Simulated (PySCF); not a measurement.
Electric field gradients and quadrupole coupling constants

Species: C6H6O4.
SMILES with atom numbers: `[CH2:1]=[CH:2][C@H:3]1[CH2:4][O:5][C:6](=[O:7])[C:8](=[O:9])[O:10]1` (hydrogens: H11, H12 on C1; H13 on C2; H14 on C3; H15, H16 on C4)

Cartesian coordinates in Å at the GFN2-xTB level; atoms count from 1:
```xyz
16
C6H6O4 angstrom
C      1.6418    1.2438    0.0528
C      1.4733   -0.0500    0.2448
C      0.4388   -0.9013   -0.4464
C     -0.5894   -1.4220    0.5626
O     -1.2107   -0.3204    1.2054
C     -1.4666    0.7676    0.4601
O     -1.8785    1.7755    0.9522
C     -1.2350    0.6396   -1.0633
O     -1.8927    1.2527   -1.8512
O     -0.2687   -0.2007   -1.4626
H      2.3907    1.7947    0.5935
H      1.0565    1.8092   -0.6542
H      2.0774   -0.6002    0.9520
H      0.9230   -1.7389   -0.9616
H     -0.1235   -2.0096    1.3555
H     -1.3441   -2.0309    0.0488
```

Field gradients from the PBE0/pcSseg-1 density (PySCF, non-relativistic), principal values in atomic units, ordered |Vxx| ≤ |Vyy| ≤ |Vzz|:

| atom | Vxx | Vyy | Vzz |
| --- | --- | --- | --- |
| O5 | -0.4609 | -1.2896 | 1.7505 |
| O7 | 0.5702 | 1.1446 | -1.7148 |
| O9 | 0.5665 | 1.1653 | -1.7318 |
| O10 | -0.4701 | -1.2343 | 1.7043 |

Find the asymmetry η = (Vxx − Vyy)/Vzz and the couplings χ = eQV/h (234.96 MHz × Q in barn × V in au), with Q(17O) = −0.0256 b.

| atom | environment | nucleus | η | χzz (MHz) | χxx (MHz) | χyy (MHz) |
| --- | --- | --- | --- | --- | --- | --- |
| O5 | ester single-bonded oxygen | 17O | 0.47 | -10.53 | 2.77 | 7.76 |
| O7 | ester carbonyl oxygen | 17O | 0.33 | 10.31 | -3.43 | -6.89 |
| O9 | ester carbonyl oxygen | 17O | 0.35 | 10.42 | -3.41 | -7.01 |
| O10 | ester single-bonded oxygen | 17O | 0.45 | -10.25 | 2.83 | 7.42 |

The tensor is traceless: Vxx + Vyy + Vzz = 0.

What is Vzz at O9 in SI units (1 au = 9.71736 × 10²¹ V/m²)?

-1.7318 au = -16.829 × 10²¹ V/m².

And the gradient at the other heavy atoms, for which no coupling is worked out here?

```json
{"atom": "C1", "environment": "terminal =CH2 carbon", "Vzz (au)": "0.353", "η": "0.24"}
{"atom": "C2", "environment": "alkene CH carbon", "Vzz (au)": "0.261", "η": "0.87"}
{"atom": "C3", "environment": "sp3 carbon bound to oxygen", "Vzz (au)": "0.428", "η": "0.21"}
{"atom": "C4", "environment": "sp3 carbon bound to oxygen", "Vzz (au)": "0.431", "η": "0.26"}
{"atom": "C6", "environment": "ester carbonyl carbon", "Vzz (au)": "-0.352", "η": "0.85"}
{"atom": "C8", "environment": "ester carbonyl carbon", "Vzz (au)": "-0.356", "η": "0.87"}
```

What couplings would deuterons (Q(2H) = 0.00286 b) have in place of the hydrogens, at this geometry?

```
atom  bonded to  bond length (Å)  Vzz (au)     η  χzz (kHz)
 H11         C1            1.075    0.3376  0.04        227
 H12         C1            1.078    0.3287  0.06        221
 H13         C2            1.081    0.3250  0.08        218
 H14         C3            1.096    0.2844  0.06        191
 H15         C4            1.091    0.2936  0.06        197
 H16         C4            1.097    0.2819  0.06        189
```

Geometry: GFN2-xTB, one conformer, isolated molecule. GFN2-xTB bond lengths can be off by several hundredths of an ångström, more for odd bonds, and the gradients follow them. A larger basis could move these couplings by a tenth or more.
